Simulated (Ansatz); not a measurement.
`FB1NCN1` + H₂ → `B1NCN1` + H–F at 298.15 K and 1 bar (hydrogenolysis of a B–F bond).

Computed with Ansatz on PBE0-D4/def2-TZVP structures; ΔE is electronic, products minus reactants. CCSD(T)/CBS adds triple-zeta CCSD(T) − MP2 to the extrapolated MP2 energy (def2 sets, frozen cores). This one scheme is used for every species.

```tsv
species	CCSD(T)/CBS energy (Eh)	H − E (kJ/mol)	S (J/(mol·K))
`FB1NCN1`	-274.54230	192.7	284.2
H₂	-1.17544	35.1	130.4
`B1NCN1`	-175.28087	205.8	264.8
H–F	-100.39570	33.5	173.6
```

H − E and S are ideal-gas, rigid-rotor, harmonic terms from PBE0-D4/def2-TZVP, for one conformer and one mirror image of each species. The MP2-based limit puts H₂ 0.8 mEh under its directly extrapolated value; such offsets cancel only in part. 1 Eh = 2625.50 kJ/mol, R = 8.31446 J/(mol·K).

Question: By hand: ΔE, ΔH, ΔS and ΔG.

Answer: ΔE = (-175.28087) + (-100.39570) − (-274.54230) − (-1.17544) = 0.04117 Eh = 108.1 kJ/mol. Δ(H − E) = 205.8 + 33.5 − 192.7 − 35.1 = 11.5, so ΔH = 119.6 kJ/mol. ΔS = 264.8 + 173.6 − 284.2 − 130.4 = 23.8 J/(mol·K). ΔG = 119.6 − 298.15 × (23.8)/1000 = 112.5 kJ/mol.

Question: By hand: the equilibrium constant, and the temperature at which ΔG would vanish if ΔH and ΔS stayed fixed.

Answer: log₁₀ K = −ΔG/(RT ln 10) = -19.7. ΔG = 0 at ΔH/ΔS = 5025 K, far beyond where these terms or the molecules hold.

ΔH outweighs TΔS. A doubt of 5 kJ/mol in ΔE shifts log₁₀ K by 0.9 here. Other conformers and mirror images would add mixing entropy, several J/(mol·K) or more a flexible species. These are equilibria of isolated gas molecules and say nothing of rates. Largest T1 diagnostic: 0.013 (customary marks: 0.02 for closed shells, 0.045 for open ones).
